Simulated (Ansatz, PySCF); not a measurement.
Two rigid molecules brought together: BBr3 ··· HCl (SMILES BrB(Br)Br and Cl), singlet. Monomers: optimised at B3LYP-D3(BJ) (def2-TZVP), held rigid. Orientation: lowest of the rigid-body minima from ten starts at GFN2-xTB. R is the distance of the centres of mass, along which the second monomer moves.

- RHF/6-31G* = PySCF 2.14.0 with restricted Hartree-Fock/6-31G*, spherical d, no counterpoise correction
- CCSD(T)/aug-cc-pVDZ = CCSD(T) on RHF/aug-cc-pVDZ, cores with 3d frozen, counterpoise-corrected in Ansatz (a quantum-chemistry and plane-wave program)

Interaction energies in kJ/mol:

```csv
R / Å,RHF/6-31G*
2.83,43.67
3.02,23.83
3.26,9.84
3.43,4.55
3.63,1.15
3.96,-0.99
4.28,-1.36
4.74,-1.08
5.43,-0.53
6.49,-0.19
7.79,-0.07
```

Question: Estimate the CCSD(T)/aug-cc-pVDZ values at these points.

Answer: 2.83: 28.17; 3.02: 11.71; 3.26: 0.91; 3.43: -2.66; 3.63: -4.44; 3.96: -4.64; 4.28: -3.75; 4.74: -2.40; 5.43: -1.15; 6.49: -0.40; 7.79: -0.13 (kJ/mol).
